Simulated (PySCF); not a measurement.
Ge(H)2(vinyl)(NH2) (C2H7GeN), SMILES C=[CH][GeH2][NH2]. Atoms are numbered in the order given.

```xyz
11

Ge    -0.2593     0.4821    -0.0262
N     -1.9247    -0.2567     0.3069
C      1.1319    -0.8038    -0.5153
C      2.2031    -1.0388     0.2521
H     -0.4856     1.4913    -1.1719
H      0.2034     1.1845     1.2676
H     -1.9112    -1.0196     0.9829
H     -2.4013    -0.5888    -0.5305
H      1.0198    -1.3669    -1.4515
H      2.3643    -0.5060     1.1970
H      2.9731    -1.7695    -0.0230
```

Geometry: B3LYP-D3(BJ)/def2-SVP. The structure was generated by enumeration, and PubChem lists no compound with its InChIKey, so it may never have been made. Other conformers were not sampled.

The numbers are results of PBE/pcSseg-1 in PySCF, not measurements.

GIAO shieldings, no solvent; atoms listed in one row are averaged. δ = σ(ref) − σ: ⁷³Ge against GeH4 (σ = 1614.4 ppm); ¹⁵N against NH3 (σ = 267.0 ppm); ¹³C against TMS (σ = 182.0 ppm); ¹H against TMS (σ = 31.49 ppm), references at their B3LYP-D3(BJ)/def2-TZVP geometries, non-relativistic.

Computed chemical shifts:
```tsv
nucleus	atoms	count	δ (ppm)
⁷³Ge	Ge1	1	287.6
¹⁵N	N2	1	18.6
¹³C	C3	1	150.5
¹³C	C4	1	140.1
¹H	H9	1	6.80
¹H	H11	1	6.53
¹H	H10	1	6.29
¹H	H5	1	5.29
¹H	H6	1	5.02
¹H	H8	1	0.26
¹H	H7	1	-0.02
```
